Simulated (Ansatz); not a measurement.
**One arrangement of a pair**

The pair of CO (SMILES [C-]#[O+], atoms 1–2) and SbH$_{3}$ (SMILES [SbH3], atoms 3–6), both closed shells, in one local arrangement (a lower one may exist), relaxed at PBE0-D4/def2-TZVP:

C1  (0.781, 0.383, -3.089)
O2  (-0.045, 0.084, -2.388)
Sb3  (-0.768, -0.484, 1.159)
H4  (0.831, -0.887, 0.717)
H5  (-0.305, -0.262, 2.789)
H6  (-0.493, 1.165, 0.813)
(Å)

Program: Ansatz 0.2.0. Basis: def2-TZVPPD, with def2-QZVPPD for the basis limit. Cores are frozen in the correlated methods. Filled d shells of the heavier atoms are correlated. Core potentials replace the inner electrons of the atoms past krypton. The def2 sets are not built for correlating such inner shells, so the correlated values are less sure here. B3LYP uses VWN-RPA correlation. Extrapolation: Hartree–Fock as exp(−7.88 √X), correlation as X^−2.97. Interaction energies count from these two fragments, frozen as in the pair, with the counterpoise correction; negative means bound.

What is the interaction energy by CCSD(T) at an estimated basis limit (MP2 extrapolated from triple and quadruple zeta, plus CCSD(T) − MP2 in triple zeta)? (Judge from chemistry; the value comes from the calculation.)

Computed: -2.7 kJ/mol. Hartree–Fock alone gives 0.5 kJ/mol at the basis limit, so without correlation the pair would not bind at this distance. It counts from the two fragments frozen as in the pair.

The same quantity by other methods in triple zeta, and each one's difference from that estimate:
```tsv
method	E_int (kJ/mol)	difference
PBE-D4	-3.3	-0.6
revPBE-D4	-2.4	0.3
BLYP-D4	-2.4	0.4
r2SCAN-D4	-2.4	0.3
B97M-V	-2.9	-0.1
PBE0-D4	-3.2	-0.4
B3LYP-D4	-3.0	-0.2
HSE06-D4	-3.2	-0.5
wB97X-V	-3.0	-0.3
wB97M-V	-2.8	0.0
B2PLYP	-0.6	2.2
HF	0.5	3.2
MP2	-2.5	0.3
CCSD	-1.8	0.9
CCSD(T)	-2.3	0.4
```
Differences are method less estimate.

Basis-set superposition shift (counterpoise-corrected less uncorrected): CCSD(T) 1.8; MP2 1.8; HF 0.1; PBE0-D4 0.1; wB97M-V 0.1 kJ/mol.

The T1 diagnostic stays at or below 0.020.

For scale, one of the runs: CCSD(T)/def2-TZVPPD, 184 basis functions, launched by `ansatz run in.yaml --threads 2 --pin off --events-out ev --progress --plain --max-ram 5222MiB`. Time: 77 s of wall clock on 2 CPU threads of an Arm Neoverse V1; the host was shared. Peak host memory: 2.1 GiB.
